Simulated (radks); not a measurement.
The numbers below are computed, except where a source is named.
The rhenium ion Re15+, configuration [Kr] 4d10 4f12 5s2.

Code: a radial shooting solver on a logarithmic mesh with Libxc functionals. Model: non-relativistic Kohn-Sham, LDA (Slater exchange, Perdew-Wang correlation), spin-unpolarised, spherical densities, point nucleus; relativity is left out, which matters for an element this heavy.

Energy parts (hartree):
part                       energy
total                 -15702.9970
kinetic                15697.9545
electron-nucleus      -36686.1397
Hartree                 5578.7516
exchange-correlation    -293.5634

Orbitals (lengths in bohr, moments of r in powers of bohr; <r^-3> diverges for s and p1/2):
orbital  occ.  eigenvalue (hartree)  <r^-3>
1s          2             -2419.679       -
2s          2             -409.0074       -
2p          6             -392.9186   14800
3s          2             -102.9631       -
3p          6             -95.45729    3178
3d         10             -81.41755   561.8
4s          2             -29.90446       -
4p          6             -26.73106   748.8
4d         10             -20.91840   116.7
4f         12             -13.21779   24.91
5s          2             -12.34827       -

The highest occupied level is 5s at -336.01 eV. The density falls to 0.001 e/bohr^3 at r = 1.94 bohr. Virial ratio -V/T = 2.00032. For comparison, the ionisation energy in NIST's Atomic Spectra Database is 377 eV (theoretical). In exact Kohn-Sham theory the highest level is minus the ionisation energy, but local and semilocal functionals leave it too shallow, through self-interaction and a potential that decays too fast; potentials with the right tail come closer. Summed over all electrons, <r^2> = 11.62 bohr^2, which gives a Langevin (diamagnetic) susceptibility term of -9.2 x 10^-6 cm^3/mol.

Beside tabulated values, note that spin-unpolarised runs miss the spin-polarisation part of the exchange energy of open shells.
